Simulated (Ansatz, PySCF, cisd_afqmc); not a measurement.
System: SeCl, charge 0, doublet. SeCl (SMILES Cl[Se], doublet).
B3LYP-D3(BJ)/def2-TZVP minimum from Ansatz (a quantum-chemistry and plane-wave program):
```
Se
Cl 1 2.1470
```
Charge 0, spin multiplicity 2.

Atomisation energy term by term, kcal/mol (programs: Ansatz, cisd_afqmc). Radicals and triplets start from unrestricted determinants; spin-orbit coupling is neglected. Correlated methods leave the cores frozen (noble-gas shells, and filled d and f shells in the p block). No relativity. The Monte Carlo rows (phaseless AFQMC, CISD trial, step 0.005/hartree) carry one-sigma bars that omit the constraint's bias. Outlying blocks are dropped, and bars are widened where a walk drifts. Over all cases where full CI ran beside it in this data, AFQMC minus full CI had a median of +0.1 mEh and passed +0.4 mEh in a tenth of the cases. CBS(X,Y): correlation extrapolated as X^-3, Hartree-Fock from the larger set. A bracket is a step between two methods taken in the basis named.

| term | basis | kcal/mol |
|---|---|---|
| Hartree-Fock | def2-QZVPP | 26.75 |
| CCSD correlation | CBS(def2-TZVPP,def2-QZVPP) | 32.17 |
| (T) | CBS(def2-TZVPP,def2-QZVPP) | 4.51 |
| CCSDT(Q) - CCSD(T) | def2-TZVPP | 0.36 |
| CCSDTQ - CCSDT(Q) | def2-SVP | -0.04 |
| minus zero-point energy | harmonic, PySCF's Hessian at B3LYP-D3(BJ)/def2-TZVP | -0.62 |
| sum: D0 |  | 63.1 |

The step beyond CCSD(T) by other levels: CCSDTQ in def2-SVP 0.42; AFQMC/CISD in def2-SVP 0.25 ± 0.23; CCSDT(Q) in def2-SVP 0.46; AFQMC/CISD in def2-TZVPP 0.57 ± 0.60 kcal/mol.
